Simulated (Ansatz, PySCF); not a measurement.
Molecule: TeF$_{3}$, net charge 0, doublet state. It need not be the lowest isomer of its formula. 
Geometry from a B3LYP-D3(BJ)/def2-TZVP (Ansatz, a program for electronic structure) optimisation:
```xyz
4

Te    -0.0002    -0.2213     0.1277
F     -1.9117    -0.2539    -0.2983
F      0.0010     1.4032    -0.8097
F      1.9116     0.1291     0.3703
```
Charge 0, spin multiplicity 2.

Property: atomisation energy (electronic, to ground-state atoms), in kJ/mol. Cores are frozen in the correlated levels unless marked. UHF or UKS for open shells. Spin-orbit coupling is left out. The frozen core is the preceding noble-gas configuration, with the filled d and f shells of earlier blocks. In def2 rows, elements after Kr have scalar-relativistic effective core potentials. The coupled-cluster limit lacks core correlation, which all-electron functionals hold. Basis-set limits of correlation are two-point, X^-3; Hartree-Fock from the larger set. The bracket is a focal-point correction in the basis named.

```csv
level,program,atomisation energy (kJ/mol),minus last row
HF-D3(BJ)/def2-TZVPD,PySCF + dftd3,559.0,-506.6
HF-D4/def2-TZVPD,PySCF + dftd4,529.9,-535.7
PBE/def2-TZVPD,Ansatz,1163.5,97.9
PBE-D4/def2-TZVPD,Ansatz + dftd4,1170.1,104.5
r2SCAN-D4/def2-TZVPD,Ansatz + dftd4,1086.3,20.7
B3LYP-D3(BJ)/def2-TZVPD,Ansatz + dftd3,1060.7,-4.9
PBE0/def2-TZVPD,Ansatz,1037.9,-27.7
PBE0/def2-QZVPP,Ansatz,1053.7,-11.9
TPSSh-D4/def2-TZVPD,PySCF + dftd4,1073.2,7.6
HSE06-D3(BJ)/def2-TZVPD,Ansatz + dftd3,1042.3,-23.3
CAM-B3LYP-D3(BJ)/def2-TZVPD,Ansatz + dftd3,1067.4,1.8
CAM-B3LYP/def2-TZVPD,Ansatz,1063.0,-2.6
wB97M-V/def2-TZVPD,Ansatz,1049.5,-16.1
B2PLYP-D3(BJ)/def2-TZVPD,Ansatz + dftd3,1057.3,-8.3
"RI-MP2/CBS(def2-TZVPP,def2-QZVPP)+[CCSD(T)-MP2]/def2-TZVPP",Ansatz,1065.6,0.0
```
